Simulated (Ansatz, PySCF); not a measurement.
System: sum formula H3SiO2, charge 0, multiplicity 2. It need not be the lowest isomer of its formula. 
Geometry from a B3LYP-D3(BJ)/def2-TZVP (Ansatz, a quantum-chemistry and plane-wave program) optimisation:
```xyz
6

Si    -0.2926    -0.2554     0.1381
O     -0.7735     1.2989    -0.1230
O      1.2473    -0.6458    -0.2557
H     -1.1301    -1.1922    -0.6337
H     -0.5398    -0.3101     1.6081
H      1.9765    -0.1475     0.1229
```
Charge 0, spin multiplicity 2.

Property: atomisation energy (electronic, to ground-state atoms), in kcal/mol. Valence correlation only, unless marked. Open shells are spin-unrestricted. Spin-orbit coupling is left out. No relativistic terms. The coupled-cluster limit lacks core correlation, which all-electron functionals hold. CBS(X,Y): correlation extrapolated as X^-3; Hartree-Fock from the larger set. [CCSD(T)-MP2]/basis is that difference in the basis named.

```csv
level,program,atomisation energy (kcal/mol)
PBE-D4/def2-TZVPD,Ansatz + dftd4,486.1
TPSS/def2-TZVPD,PySCF,482.2
BHLYP/def2-TZVPD,Ansatz,461.1
MP2/aug-cc-pV(T+d)Z,Ansatz,477.0
```

Predict the RI-MP2/CBS(aug-cc-pV(T+d)Z,aug-cc-pV(Q+d)Z)+[CCSD(T)-MP2]/aug-cc-pV(T+d)Z result (Ansatz).

483.4 kcal/mol, so MP2/aug-cc-pV(T+d)Z differs from it by -6.4 kcal/mol.
